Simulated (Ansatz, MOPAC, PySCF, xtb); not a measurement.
Ligand exchange on a metal centre used in film growth or etching (W Cl-F). All species are isolated molecules in the gas phase.

Quantity: redistribution energy (mixed species minus the weighted end members), in eV. Semi-empirical values (MOPAC) are differences of heats of formation.

Level 1: frozen-core MP2/def2-TZVPP // r2SCAN-D4/def2-SVP (Ansatz, a quantum-chemistry and plane-wave program)
Level 2: PBE/6-31G* (LANL2DZ on W) // r2SCAN-D4/def2-SVP (PySCF)
Level 3: GFN2-xTB (xtb)
Level 4: PM6 // r2SCAN-D4/def2-SVP (MOPAC)

```tsv
species	level 1	level 2	level 3	level 4
1 of 6 Cl replaced by F: [W(Cl)5(F)]	[?]	0.112	[?]	-0.51
4 of 6 Cl replaced by F: [W(Cl)2(F)4]	0.227	0.201	[?]	-0.74
3 of 6 Cl replaced by F: [W(Cl)3(F)3]	0.257	0.253	0.77	-0.70
```

Q: What belongs in the gaps?

A: 
- 1 of 6 Cl replaced by F: [W(Cl)5(F)], level 1: 0.138
- 1 of 6 Cl replaced by F: [W(Cl)5(F)], level 3: 0.384
- 4 of 6 Cl replaced by F: [W(Cl)2(F)4], level 3: 0.49
